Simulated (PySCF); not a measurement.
Cl₂H₂S₂Zr, SMILES [SH][Zr]([Cl])([Cl])[SH], multiplicity 1. Atoms are numbered in the order given.

```xyz
7

Zr     0.0531    -0.0096     0.0188
Cl     1.4052     0.9677    -1.6296
Cl     1.1319    -0.1599     2.0909
S     -0.7325    -2.1882    -0.6789
H     -0.7806    -1.7374    -1.9593
S     -1.9694     1.3111     0.2314
H     -1.2446     2.4215     0.5256
```
Charge 0, spin multiplicity 1.

Coordinates come from a r2SCAN-D4/def2-SVP optimisation. The spin state was assumed, not searched. The def2 effective core potentials stand for the cores of Zr; spin–orbit coupling is left out. One conformer was computed; it need not be the lowest.

Computed with TDA-B3LYP/def2-SVPD (PySCF).

Vertical excitations. 

Computed lowest excited states:
```csv
state,energy (eV),λ (nm),f,main pairs
S1,3.91,317,0.003,"HOMO→LUMO 71 %, HOMO→LUMO+1 27 %"
S2,4.12,301,0.010,"HOMO→LUMO+1 47 %, HOMO−1→LUMO 26 %, HOMO→LUMO 16 %, HOMO−1→LUMO+1 7 %"
S3,4.17,297,0.011,"HOMO−1→LUMO 46 %, HOMO→LUMO+1 21 %, HOMO−1→LUMO+1 20 %, HOMO→LUMO 9 %"
S4,4.63,268,0.049,"HOMO−1→LUMO+1 58 %, HOMO−1→LUMO 21 %"
S5,4.78,259,0.001,HOMO→LUMO+2 83 %
S6,4.82,257,0.004,"HOMO−2→LUMO 75 %, HOMO−2→LUMO+1 15 %"
S7,4.93,252,0.000,"HOMO−2→LUMO+1 76 %, HOMO−2→LUMO 12 %"
S8,4.99,248,0.001,"HOMO−1→LUMO+2 47 %, HOMO→LUMO+4 36 %, HOMO→LUMO+3 12 %"
S9,5.02,247,0.006,"HOMO→LUMO+4 53 %, HOMO−1→LUMO+2 42 %"
S10,5.08,244,0.003,"HOMO−3→LUMO 71 %, HOMO−1→LUMO+3 15 %"
T1,3.72,333,0,HOMO→LUMO 84 %
T2,3.79,327,0,"HOMO−1→LUMO 38 %, HOMO−1→LUMO+1 31 %, HOMO→LUMO+1 27 %"
T3,3.84,323,0,"HOMO→LUMO+1 63 %, HOMO−1→LUMO+1 12 %, HOMO−1→LUMO 11 %, HOMO→LUMO 11 %"
T4,4.03,308,0,"HOMO−1→LUMO+1 51 %, HOMO−1→LUMO 46 %"
```
Triplets are in the Tamm–Dancoff approximation.
